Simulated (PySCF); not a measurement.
# Vibration and rotation of ZnC

ROHF-CCSD(T) constants of ZnC, ³Σ⁻ (triplet), unpaired electrons π ↑↑ (PySCF, no relativity, basis sets Zn pcseg-1, C pcseg-1; masses 63.9291 and 12.0000 u):

| Item | Value |
| --- | --- |
| ωe | 485.8 cm⁻¹ |
| ωexe | 6.83 cm⁻¹ |
| Be | 0.41711 cm⁻¹ |
| αe | 0.00589 cm⁻¹ |
| De to Zn + C | 0.86 eV |

Problem. What force constant and bond length do these constants imply?

Solution. Reduced mass μred = 10.103 u; k = 5.8918×10⁻⁷·μred·ωe² (u, cm⁻¹, mdyn/Å) = 1.40 mdyn/Å; Re = √(16.8576/(μred·Be)) (u, cm⁻¹, Å) = 2.000 Å.

Problem. Estimate the centrifugal constant D from the Kratzer relation and find the Dunham coefficient a1.

Solution. D = 4Be³/ωe² = 1.23e-06 cm⁻¹; a1 = −1 − αeωe/(6Be²) = -3.74.

Correlated steps freeze 6 core orbitals. Correlated levels converge slowly with the basis: in double zeta they bind strong bonds too weakly, by up to about 1 eV, and carry superposition errors of some tenths. The CCSD T1 diagnostic is raised, a sign that a single reference may not be enough here. The state is the lowest determinant that a PBE0 search found; another state may lie lower at other levels.
